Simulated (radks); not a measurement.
Values are calculated unless marked as measured or tabulated.
Q: Neutral lanthanum: order these configurations by energy. Code: a radial shooting solver on a logarithmic mesh with Libxc functionals. Model: scalar-relativistic Kohn-Sham, r2SCAN, spin-polarised, spherical densities, finite nucleus; meta-GGA in the generalised Kohn-Sham scheme; Fermi nuclear charge, rms radius of each element as measured or else 0.836 A^(1/3) + 0.57 fm. Open shells are filled with parallel spins first. [Xe] 5d1 6s1 6p1; [Xe] 5d1 6s2; [Xe] 5d2 6p1; [Xe] 5d2 6s1; [Xe] 5d3; [Xe] 6s2 6p1.

A: From the lowest, in eV above it: [Xe] 5d2 6s1 0.000; [Xe] 5d1 6s2 0.285; [Xe] 5d3 1.124; [Xe] 5d1 6s1 6p1 1.666; [Xe] 5d2 6p1 2.373; [Xe] 6s2 6p1 2.527.
